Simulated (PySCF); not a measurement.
H3MoO3, SMILES [Mo]([OH])([OH])[OH] (connectivity only; charge and spin as stated), neutral, multiplicity 4.

Geometry: B3LYP-D3(BJ)/def2-SVP. The spin state was assumed, not searched. The def2 effective core potentials stand for the cores of Mo; spin–orbit coupling is left out. The values are those of a single conformer.

The numbers are results of TDA-PBE0/def2-SVPD in PySCF, not measurements.

Vertical excitations. Isolated molecule, no solvent.

### Question
Estimate the UV-visible absorptions. (An estimate is asked for; the answer gives what the named calculation found.)

### Answer

```
state    energy (eV)  λ (nm)      f                              main pairs
-------  -----------  ------  -----  --------------------------------------
root 1          2.79     444  0.000  α HOMO→LUMO 55 %, α HOMO−1→LUMO+1 39 %
root 2          2.79     444  0.002  α HOMO−1→LUMO 55 %, α HOMO→LUMO+1 39 %
root 3          3.08     402  0.000  α HOMO→LUMO+1 56 %, α HOMO−1→LUMO 42 %
root 4          3.11     399  0.001  α HOMO−1→LUMO+1 57 %, α HOMO→LUMO 40 %
root 5          3.49     355  0.002                      α HOMO−2→LUMO 95 %
root 6          3.56     349  0.004                    α HOMO−2→LUMO+1 94 %
root 7          4.48     277  0.000                    α HOMO−1→LUMO+2 95 %
root 8          4.48     277  0.003                      α HOMO→LUMO+2 93 %
root 9          4.79     259  0.025                      α HOMO→LUMO+3 93 %
root 10         4.85     256  0.008                    α HOMO−1→LUMO+3 95 %
```
Unrestricted roots are not spin-pure.
